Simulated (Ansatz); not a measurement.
```yaml
crystal:
  periodic: [false, false, false]
  atoms:
    - {symbol: F, position_ang: [-1.647412, -1.621528, -0.415071]}
    - {symbol: Si, position_ang: [-0.082781, -1.459684, -0.566059]}
    - {symbol: F, position_ang: [0.588544, -2.722125, 0.100636]}
    - {symbol: O, position_ang: [0.407686, -0.154636, 0.235239]}
    - {symbol: Si, position_ang: [0.227375, 1.401029, 0.682767]}
    - {symbol: Cl, position_ang: [-0.448330, 2.498165, -0.907712]}
    - {symbol: H, position_ang: [0.269354, -1.409245, -1.986341]}
    - {symbol: Xx, position_ang: [1.549089, 1.922721, 1.077712]}
    - {symbol: H, position_ang: [-0.775023, 1.499103, 1.761828]}
basis:
  gaussian: {orbitals: cc-pVDZ, fitting: {mean_field: cc-pVTZ-jkfit}}
total_charge: -1
magnetization: {spin_polarized: true, initial_magnetization: 1}
hamiltonian: {xc: {name: PBE0}}
correlation: {method: rpa}
accuracy: high
```

```sh
$ ansatz run in.yaml --threads 4 --pin off --events-out ev --progress --plain --max-ram 10444MiB
```

Problem. How does Ansatz answer? (Best estimate.)

Solution. The calculation gave: The input was rejected before any iteration.
```
Error: YAML parse error: error: line 11 column 16: `Xx` is not an element symbol (H … Og, case-exact)
 9 |     - {symbol: Cl, position_ang: [-0.448330, 2.498165, -0.907712]}
10 |     - {symbol: H, position_ang: [0.269354, -1.409245, -1.986341]}
11 |     - {symbol: Xx, position_ang: [1.549089, 1.922721, 1.077712]}
12 |     - {symbol: H, position_ang: [-0.775023, 1.499103, 1.761828]}
13 | basis:
```
